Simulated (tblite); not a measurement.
Compound: C5H7NSSi.
SMILES with atom numbers: `[CH3:1][C:2](=[C:3]=[S:4])[CH2:5][SiH2:6][C:7]#[N:8]` (hydrogens: H9, H10, H11 on C1; H12, H13 on C5; H14, H15 on Si6)

The geometry is computed with GFN2-xTB (gas phase).

Question: What internal coordinates does the optimisation give?

Answer: 
```
                 bond  length (Å)   order
                C1–C2       1.505  single
                C2=C3       1.301  double
                C3=S4       1.563  double
                C2–C5       1.505  single
               C5–Si6       1.912  single
               Si6–C7       1.867  single
                C7≡N8       1.145  triple
C1–H9, C1–H10, C1–H11       1.089  single
       C5–H12, C5–H13       1.091  single
     Si6–H14, Si6–H15       1.463  single
```

Bonds in one row agree within 0.01 Å and their mean is given. Orders are formal, as drawn. A selection of angles:
```
    angle  degrees
 C1–C2–C3    121.5
 C1–C2–C5    117.0
 C3–C2–C5    121.5
 C2–C3–S4    179.5
C2–C5–Si6    110.6
C5–Si6–C7    106.1
Si6–C7–N8    179.8
```

Torsions: C1–C2–C5–Si6 -85° (synclinal); C2–C5–Si6–C7 175° (antiperiplanar). The mirror-image conformer, all signs reversed, is as good.

The C–C distances run from 1.301 Å (C2=C3, drawn double) to 1.505 Å (C2–C5, drawn single), a spread of 0.204 Å. The 2 C–Si bonds span 1.867 Å (Si6–C7, drawn single) to 1.912 Å (C5–Si6, drawn single), a spread of 0.045 Å. Si6 (SiH2 silicon) is distorted tetrahedral (angles from 106.1° to 113.1°). Of the pairs four or more bonds apart, Si6···H11 is among the closest relative to their van der Waals radii: 3.21 Å, 97 % of the sum of Bondi's values.

Point group: C1 (no symmetry element, even within 0.4 Å). Its GFN2-xTB frequencies are all real (lowest 23 cm⁻¹). The numbers are those of one conformer.

On an Arm Neoverse V1 with one thread, shared host with 32 logical CPUs at a one-minute load of 31, this took 0.63 s. That covers the optimisation of the geometry.
